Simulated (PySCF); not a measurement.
**Löwdin shares of the frontier orbitals**

Species: C₄H₁₀ClFSi.
Geometry (GFN2-xTB, Å), atoms numbered from 1 in this order:
```
atom  x, y, z in Å
C1    -0.9164   -1.2380   -1.2308
C2    -0.2350   -0.0607   -0.5539
Si3   -1.4552    0.9593    0.5354
Cl4    0.2811    1.0769   -1.8672
C5     1.0228   -0.5363    0.1616
C6     1.7529    0.5593    0.9186
F7     1.0429    0.9089    2.0463
H8    -0.2221   -1.7740   -1.8781
H9    -1.2895   -1.9270   -0.4750
H10   -1.7568   -0.9017   -1.8330
H11   -2.6680    1.0856   -0.2744
H12   -1.7202    0.1884    1.7471
H13   -0.8898    2.2739    0.7994
H14    1.7189   -0.9743   -0.5588
H15    0.7347   -1.3128    0.8748
H16    2.7345    0.2193    1.2629
H17    1.8581    1.4651    0.3151
```

Computed, not measured: TDDFT wB97X-D/def2-SVPD, vertical, gas phase, core orbitals frozen in the response (PySCF 2.14.0, density-fitted response routines).

Frontier orbitals with the atoms that hold most of them (Löwdin shares over 4%, at most four atoms; ? is withheld):

| orbital | ε (eV) | atoms |
| --- | --- | --- |
| LUMO+2 | 2.44 | Si3 44%, H13 11%, Cl4 10%, H11 10% |
| LUMO+1 | 2.10 | Si3 22%, C1 12%, Cl4 11%, H12 7% |
| LUMO | 1.96 | ? |
| HOMO | -9.85 | Cl4 48%, C2 21%, Si3 14%, H12 4% |
| HOMO-1 | -10.47 | ? |
| HOMO-2 | -11.28 | Si3 19%, F7 15%, H13 12%, H11 10% |
| HOMO-3 | -11.38 | Cl4 23%, Si3 20%, H11 11%, C2 11% |

(1) Which atoms hold the HOMO-1, and with what shares?

(2) Give the leading atoms of the LUMO.

(3) How does S1 compare with the orbital gap of 11.80 eV?

Answers

(1) Cl4 (bonded to C) 72%; C2 (bonded to 2 C, Cl and Si) 8%; C1 (bonded to C and 3 H) 6%; C5 (bonded to 2 C and 2 H) 6%. By element: chlorine 72%, carbon 20% or more.

(2) Cl4 (bonded to C) 44%; C2 (bonded to 2 C, Cl and Si) 15%; Si3 (bonded to C and 3 H) 15%; H12 (bonded to Si) 5%.

(3) S1 is at 6.87 eV (f = 0.012), 4.94 eV below the gap, made of HOMO→LUMO (62%), HOMO→LUMO+1 (19%), HOMO→LUMO+2 (8%). 

Next come S2 at 7.35 eV (f 0.0020), HOMO-1→LUMO (64%), HOMO-1→LUMO+1 (18%), HOMO-1→LUMO+2 (9%); S3 at 7.90 eV (f 0.0028), HOMO→LUMO+1 (66%), HOMO→LUMO+2 (14%), HOMO→LUMO (10%); S4 at 8.45 eV (f 0.253), HOMO→LUMO+2 (49%), HOMO→LUMO (19%); S5 at 8.54 eV (f 0.043), HOMO-1→LUMO+1 (59%), HOMO-1→LUMO (14%).

Löwdin shares depend on the basis, the more so with diffuse functions.

One conformer stands for the species.

Without π bonds the low states are Rydberg-like; a valence basis with one diffuse set may place them up to an eV too high.
